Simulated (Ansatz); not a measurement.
Mulliken charges of `[NH2][Al]([SH])[Cl]` from r2SCAN/def2-TZVPP in Ansatz (PBE0-D4/def2-TZVP geometry).

```json
{"atom": "N1", "x (Å)": "-0.599", "y (Å)": "1.046", "z (Å)": "0.138", "charge (e)": "-0.450"}
{"atom": "Al2", "x (Å)": "-0.190", "y (Å)": "-0.604", "z (Å)": "-0.293", "charge (e)": "0.578"}
{"atom": "S3", "x (Å)": "1.742", "y (Å)": "-1.506", "z (Å)": "0.121", "charge (e)": "-0.268"}
{"atom": "Cl4", "x (Å)": "-1.622", "y (Å)": "-1.783", "z (Å)": "-1.256", "charge (e)": "-0.267"}
{"atom": "H5", "x (Å)": "0.008", "y (Å)": "1.701", "z (Å)": "0.602", "charge (e)": "0.144"}
{"atom": "H6", "x (Å)": "-1.494", "y (Å)": "1.465", "z (Å)": "-0.054", "charge (e)": "0.160"}
{"atom": "H7", "x (Å)": "2.216", "y (Å)": "-0.387", "z (Å)": "0.696", "charge (e)": "0.102"}
```

Question: By hand: the dipole of these point charges (1 e Å = 4.8032 D).

Answer: Σ q r = (0.114, 0.500, 0.221) e Å, of length 0.558 e Å = 2.68 D.

Question: How does the dipole of the full density compare? (An estimate is asked.)

Answer: The calculation gave: (0.056, 0.563, 0.221) e Å, 2.92 D; the point charges give 0.92 times that, at 7° from its direction.

Point charges leave out the atoms' own dipoles, such as those of lone pairs, and Mulliken's split depends on the basis, so the close match here is no proof of good charges.
